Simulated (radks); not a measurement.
Species: Ag+. Configuration: [Kr] 4d8 5d2 (not the ground configuration).

Calculated with a radial shooting solver on a logarithmic mesh with Libxc functionals: scalar-relativistic Kohn-Sham, BLYP, spin-unpolarised, spherical densities, point nucleus.

Energy parts (eV):
part                       energy
total                 -144625.780
kinetic                150262.178
electron-nucleus      -348437.911
Hartree                 57595.730
exchange-correlation    -4045.777

Orbitals (lengths in bohr, moments of r in powers of bohr):
| orbital | occ. | eigenvalue (eV) | <r^2> |
|---|---|---|---|
| 1s | 2 | -25361.21 | 0.001308 |
| 2s | 2 | -3756.798 | 0.02146 |
| 2p | 6 | -3372.785 | 0.01691 |
| 3s | 2 | -710.0033 | 0.1554 |
| 3p | 6 | -583.9125 | 0.1570 |
| 3d | 10 | -385.0054 | 0.1425 |
| 4s | 2 | -120.6325 | 0.9280 |
| 4p | 6 | -83.7650 | 1.114 |
| 4d | 8 | -30.8123 | 1.887 |
| 5d | 2 | -5.1092 | 25.94 |

The highest occupied level is 5d at -5.109 eV. Summed over all electrons, <r^2> = 78.33 bohr^2, which gives a Langevin (diamagnetic) susceptibility term of -62 x 10^-6 cm^3/mol.

Run on one thread of a shared host, so times are rough (Arm Neoverse N1): 0.15 s of CPU time, 0.15 s wall, 14 iterations on 2602 mesh points.
